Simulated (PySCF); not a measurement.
# C₆ coefficients of unlike pairs at B3LYP

Calculated with PySCF 2.14 from the dipole response of each species, C₆(A,B) = (3/π) ∫ α_A(iu) α_B(iu) du, in atomic units, from isotropic polarisabilities. For ions this is the dispersion term alone; charge-induced terms of lower order in 1/R come first.

```
species      configuration                                        basis      relativity  α (bohr³)  C₆ (like pair)
     F+  [He] 2s2 2p4 (3P)                       def2-TZVPPD (6s4p3d1f)            none      1.817           3.328
 Si(3+)      [Ne] 3s1 (2S)                         dyall-av2z (13s9p2d)            none      6.783           12.15
 Cl(3+)  [Ne] 3s2 3p2 (3P)                   aug-cc-pCVTZ-DK (8s7p5d3f)   spin-free X2C      4.315           11.69
    Pd+      [Kr] 4d9 (2D)  aug-cc-pwCVTZ-PP with ECP28MDF (8s8p7d4f3g)  core potential      11.47           69.68
```

Q: Estimate C₆ for Pd+ with Si(3+).

A: The integral gives 26.77. The combination rule 2 C_A C_B / (C_A α_B/α_A + C_B α_A/α_B) gives 27.41 and the geometric mean 29.09.

No spin-orbit coupling is included.

The other pairs:

| pair | C₆ |
| --- | --- |
| Cl(3+), Si(3+) | 10.91 |
| Pd+, Cl(3+) | 28.45 |
| Si(3+), F+ | 5.169 |
| Cl(3+), F+ | 6.050 |
| Pd+, F+ | 14.84 |
